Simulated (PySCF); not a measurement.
Zn(Me) (CH3Zn), SMILES [CH3][Zn] (connectivity only; charge and spin as stated), neutral, multiplicity 2. Coordinates come from a PBE-D3(BJ)/def2-TZVP optimisation. The multiplicity is an assumed one; other spin states were not compared. The isomer is the one that the SMILES or the coordinates give; other isomers of the formula were not compared.

Level of theory: PBE-D3(BJ)/def2-TZVP run with PySCF.

Harmonic wavenumbers (cm⁻¹): 412, 584, 584, 1047, 1386, 1386, 2976, 3086, 3086. Rotational constants (GHz): 153.6, 8.970, 8.970; symmetry number 3.

Task: Work out the zero-point energy and the ideal-gas rigid-rotor harmonic-oscillator thermochemistry at 298.15 K and 1 atm.

Result: ZPE = ½ Σ hcν = ½ × 14547 cm⁻¹ = 20.80 kcal/mol. H − E(el) = 23.59 kcal/mol. Entropy in cal/(mol K): translation 39.07, rotation 18.61, vibration 1.99, spin 1.38, total 61.05. G − E(el) = 5.39 kcal/mol. Cp = 12.08 cal/(mol K).
